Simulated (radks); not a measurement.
The numbers below are computed, except where a source is named.
Spin polarisation of the 6s1 shell in Ba+. Start: [Xe] 6s(up 0.5, down 0.5); electrons of 6s are moved from spin down to spin up, other shells keep equal spins. Code: a radial shooting solver on a logarithmic mesh with Libxc functionals. Model: non-relativistic Kohn-Sham, PBEsol, spin-polarised, spherical densities, point nucleus.

\begin{tabular}{lrrrr}
moment (Bohr magnetons) & E - E(0) (eV) & e(6s up) (eV) & e(6s down) (eV) & 5p down minus up (eV) \\ \hline
0 & 0.000 & -7.340 & -7.340 & 0.000 \\
0.25 & -0.012 & -7.435 & -7.237 & 0.027 \\
0.5 & -0.049 & -7.521 & -7.132 & 0.055 \\
0.75 & -0.109 & -7.595 & -7.037 & 0.084 \\
\end{tabular}

At moment 0.75 the spin-polarisation energy is -0.109 eV and the 6s exchange splitting 0.558 eV, that is 0.744 eV per Bohr magneton; E = -I m^2/4 would give I = 0.773 eV.
